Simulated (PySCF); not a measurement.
A PySCF script (with the pyscf-properties extension) for the NMR shieldings of SMILES OC[C@@H]([SiH3])C[SiH2]C[SiH3], C4H16OSi3, on a GFN2-xTB geometry:

```python
import basis_set_exchange as bse
import numpy as np
from pyscf import gto, dft
from pyscf.prop import nmr

atoms = """
O    -3.495407   -1.334481   -0.357581
C    -2.545521   -1.204210    0.678479
C    -1.305078   -0.449989    0.201674
Si   -1.933439    0.955557   -0.935167
C    -0.465496   -0.001997    1.396873
Si    1.254490    0.720520    0.996613
C     2.045482   -0.187030   -0.472249
Si    3.768975    0.435012   -0.963695
H    -3.113666   -1.879136   -1.054062
H    -3.051129   -0.630659    1.459668
H    -2.288202   -2.190866    1.093406
H    -0.703883   -1.148237   -0.394538
H    -3.085134    1.607117   -0.318943
H    -2.275971    0.408173   -2.251001
H    -0.851217    1.928238   -1.118837
H    -1.033539    0.728576    1.976550
H    -0.328883   -0.865411    2.057435
H     1.152190    2.154726    0.702085
H     2.095803    0.547953    2.191028
H     2.107357   -1.252587   -0.246579
H     1.388345   -0.096435   -1.338189
H     4.677311    0.354072    0.180881
H     4.297007   -0.399240   -2.050006
H     3.677872    1.820098   -1.426291
"""
names = dict.fromkeys(["O", "C", "Si", "H"], "pcSseg-1")
basis = {el: gto.basis.parse(bse.get_basis(n, elements=[el], fmt="nwchem")) for el, n in names.items()}
mol = gto.M(atom=atoms, basis=basis, charge=0, verbose=0)
mf = dft.RKS(mol, xc="PBE0")
mf.grids.level = 2
mf.grids.alignment = dft.numint.BLKSIZE   # the property module wants whole blocks of grid points
mf.conv_tol = 1e-9
mf.kernel()

calc = nmr.RKS(mf)   # GIAO
C = mf.mo_coeff
Co = C[:, mf.mo_occ > 0]
resp = mf.gen_response(singlet=True, hermi=2)
def vind(x):   # induced exchange potential for any number of trial vectors
    d = np.einsum("pi,xij,qj->xpq", C, 2 * x.reshape(-1, C.shape[1], Co.shape[1]), Co, optimize=True)
    return np.einsum("xpq,pi,qj->xij", resp(d - d.transpose(0, 2, 1)), C, Co, optimize=True).ravel()
mo1, _ = nmr.rhf.solve_mo1(calc, with_cphf=vind)
sigma = calc.kernel(mo1)
for i, s in enumerate(sigma):   # ppm
    w = np.linalg.eigvalsh((s + s.T) / 2)
    print("%2d %-2s iso %8.1f  s11 %8.1f  s22 %8.1f  s33 %8.1f" % (i, mol.atom_pure_symbol(i), w.mean(), *w))
```

Q: What are the results?

A: 
```
 0 O  iso    274.1  s11    250.0  s22    284.4  s33    288.1
 1 C  iso    112.7  s11     79.9  s22    106.8  s33    151.3
 2 C  iso    159.9  s11    138.5  s22    161.0  s33    180.4
 3 Si iso    422.7  s11    390.8  s22    414.8  s33    462.4
 4 C  iso    175.4  s11    163.1  s22    175.0  s33    188.1
 5 Si iso    390.9  s11    344.0  s22    392.2  s33    436.4
 6 C  iso    201.4  s11    194.7  s22    198.6  s33    210.9
 7 Si iso    423.7  s11    398.9  s22    401.6  s33    470.5
 8 H  iso     31.3  s11     23.9  s22     28.7  s33     41.1
 9 H  iso     28.3  s11     23.6  s22     29.6  s33     31.6
10 H  iso     27.5  s11     22.7  s22     28.1  s33     31.7
11 H  iso     30.4  s11     25.9  s22     31.5  s33     34.0
12 H  iso     28.1  s11     24.8  s22     25.8  s33     33.6
13 H  iso     27.8  s11     24.4  s22     25.9  s33     33.1
14 H  iso     27.9  s11     23.6  s22     28.4  s33     31.8
15 H  iso     31.1  s11     26.5  s22     29.9  s33     37.0
16 H  iso     30.9  s11     25.3  s22     29.9  s33     37.4
17 H  iso     27.4  s11     23.6  s22     26.5  s33     31.9
18 H  iso     27.5  s11     23.3  s22     26.3  s33     32.9
19 H  iso     32.1  s11     26.1  s22     30.9  s33     39.5
20 H  iso     31.9  s11     25.3  s22     31.5  s33     38.8
21 H  iso     27.8  s11     24.1  s22     26.2  s33     33.2
22 H  iso     27.6  s11     23.7  s22     25.3  s33     33.6
23 H  iso     27.8  s11     24.1  s22     26.3  s33     33.0
```

These numbers come from an equivalent density-fitted implementation of the same equations, which agrees with the script to about 0.01 ppm for H and up to a few tenths of a ppm for heavy atoms, so last digits may differ.

Q: Turn these shieldings into chemical shifts. Shifts are taken against calculated references (same method and geometry level): $^{17}$O (σref 336.08) vs H2O; $^{13}$C (σref 186.93) and $^{29}$Si (σref 349.16) and $^{1}$H (σref 31.72) vs TMS.

A: Averaging equivalent atoms: O 0: 61.9; C 1: 74.3; C 2: 27.0; C 4: 11.5; C 6: -14.5; Si 5: -41.7; Si 3: -73.5; Si 7: -74.5; H 17: 4.36; H 10: 4.24; H 18: 4.21; H 21/22/23: 3.99; H 12/13/14: 3.79; H 9: 3.46; H 11: 1.30; H 16: 0.85; H 15: 0.59; H 8: 0.46; H 20: -0.16; H 19: -0.43 ppm. Experimental scales use liquid or dissolved standards, which lie at an offset from isolated H2O (liquid H2O: subtract about 36 ppm).

Size and cost of the density-fitted run: 237 basis functions, 100 s wall time on 1 thread of an Arm Neoverse N1, shared host; peak memory 1.1 GiB.
